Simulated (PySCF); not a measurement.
Isomers C7H6F2O:

A. `FC(C1=CC=CC(O)=C1)F`
B. SMILES Cc1cc(F)c(O)cc1F
C. `c1(OC(F)F)ccccc1`
D. `COc1cccc(F)c1F`
E. SMILES Oc1ccc(C(F)F)cc1

Spectrum 1. ¹³C{¹H} NMR (computed): δ 163.8 (C), 143.8 (C), 136.1 (CH), 121.8 (CH), 121.2 (CH), 120.8 (CH), 114.4 (CH).

Spectrum 2. ¹³C{¹H} NMR (computed): δ 161.9 (C), 157.6 (C), 151.4 (C), 127.7 (CH), 115.1 (CH), 109.8 (CH), 56.3 (CH3).

Spectrum 3. ¹³C{¹H} NMR (computed): δ 165.5 (C), 134.9 (CH), 133.9 (C), 122.4 (CH), 118.9 (CH).

Spectrum 4. ¹³C{¹H} NMR (computed): δ 166.9 (C), 155.3 (C), 150.5 (C), 122.6 (CH), 121.7 (C), 109.7 (CH), 17.1 (CH3).

Spectrum 5. ¹³C{¹H} NMR (computed): δ 160.6 (C), 135.7 (CH), 129.5 (CH), 123.0 (CH), 121.4 (CH).

Theory: GIAO PBE0/pcSseg-1 shieldings, coordinates at the GFN2-xTB level, in PySCF 2.14 (no relativistic terms, isolated molecule, one computed conformer, equivalent nuclei averaged).

Referencing at the same level of theory: ¹³C (σref 186.93) vs TMS. Splittings of carbon signals by F and P are missing where no couplings were computed. Shifts are as computed. Against solution values, carbons near 30 ppm lie about +3 ppm off and those near 130 ppm about +5 ppm. Of 1211 compounds with measured shifts, 218 miss one by over three times the rms of a fit or turn the order of signals round; such compounds aren't used in these exercises.

Task: Which spectrum belongs to which compound?

Result: 1–A, 2–D, 3–E, 4–B, 5–C.

- Spectrum 1 (A): 7 ¹³C signals; δC 163.8 is an aromatic carbon bearing oxygen; δC 136.1 is an aromatic CH.
- Spectrum 2 (D): 7 ¹³C signals; δC 161.9 is an aromatic carbon bearing fluorine; δC 157.6 is an aromatic carbon bearing oxygen.
- Spectrum 3 (E): 5 ¹³C signals; δC 165.5 is an aromatic carbon bearing oxygen; δC 134.9 is an aromatic CH.
- Spectrum 4 (B): 7 ¹³C signals; δC 166.9 is an aromatic carbon bearing fluorine; δC 155.3 is an aromatic carbon bearing fluorine.
- Spectrum 5 (C): 5 ¹³C signals; δC 160.6 is an aromatic carbon bearing oxygen; δC 135.7 is an aromatic CH.
